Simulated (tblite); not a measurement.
Species: C5H4F4O2.
Cartesian coordinates in Å at the GFN2-xTB level; atoms count from 1:
```
atom  x, y, z in Å
F1    -2.0296   -0.7105    1.8727
C2    -1.8728    0.1232    0.7693
C3    -0.4281    0.5302    0.6735
C4     0.0963   -0.1616   -0.3278
O5     1.3775   -0.2200   -0.8309
C6     2.3134    0.4982   -0.2150
F7     3.4700    0.3125   -0.8308
F8     2.0641    1.8154   -0.2239
F9     2.4855    0.1673    1.0700
C10   -0.9547   -1.0042   -0.9964
O11   -2.1595   -0.5718   -0.3880
H12   -2.5973    0.9321    0.9187
H13    0.0311    1.1977    1.3747
H14   -0.7773   -2.0719   -0.8151
H15   -1.0230   -0.8287   -2.0728
```

Calculated harmonic vibrations of the isolated species, GFN2-xTB (tblite), most abundant isotopes, no scaling. The method is semi-empirical: single wavenumbers can be off by several per cent or more. One conformer, not necessarily the lowest.

Harmonic wavenumbers (cm⁻¹): 46.6, 59.8, 111.9, 130.5, 179.3, 300.3, 324.5, 376.6, 430.0, 462.6, 487.5, 515.6, 564.8, 601.4, 704.9, 766.2, 809.5, 860.3, 909.1, 948.5, 955.4, 990.4, 1010.4, 1043.8, 1099.5, 1120.6, 1125.5, 1173.8, 1192.5, 1210.1, 1252.5, 1280.8, 1284.4, 1440.6, 1714.3, 2900.9, 2927.6, 2964.6, 3178.0.

A = 2579, B = 620.6, C = 569.9 MHz; mass 172.015 u (most abundant isotopes); point group C1, symmetry number 1.

Q: Zero-point energy?

A: ½Σν̃ = 19728 cm⁻¹ = 56.41 kcal/mol.

Q: Entropy at 298.15 K, 1 bar (ideal gas, RRHO, classical rotation)?

A: Translation 41.36, rotation 30.25, vibration 27.52: S = 99.1 cal/(mol K).

Q: And Cp and H(298.15 K) − H(0)?

A: Cp = 37.02 cal/(mol K), of which vibrations give 29.08 (their classical limit is 39 R = 77.5); H(298.15 K) − H(0) = 6.67 kcal/mol without the zero-point energy, 4.30 from vibrations.

Q: Blend soft modes into free rotors: weight 1/[1 + (100 cm⁻¹/ν̃)⁴] for the oscillator and the rest for a rotor with moment μB/(μ + B), μ = h/(8π²ν), B = 10⁻⁴⁴ kg m². What vibrational entropy results?

A: 24.99 cal/(mol K) in place of 27.52, which changes −T·S at 298.15 K by +0.75 kcal/mol.

Q: Which modes carry the vibrational entropy at 298.15 K?

A: 46.6 cm⁻¹: 4.96; 59.8 cm⁻¹: 4.46; 111.9 cm⁻¹: 3.24; 130.5 cm⁻¹: 2.94; 179.3 cm⁻¹: 2.34; 300.3 cm⁻¹: 1.42 cal/(mol K); the other 33 give 8.17 together.

Hindered rotation and anharmonicity are outside this model. Other conformers, if any are populated, would add a mixing term that is left out. The structure is chiral; the term R ln 2 for an equal mix with its mirror image is left out.

Hardware: one thread, Arm Neoverse V1 (aarch64), no GPU, shared host with 64 logical CPUs at a one-minute load of 169. Cost: 0.65 s. This covers the Hessian and the dipole derivatives.
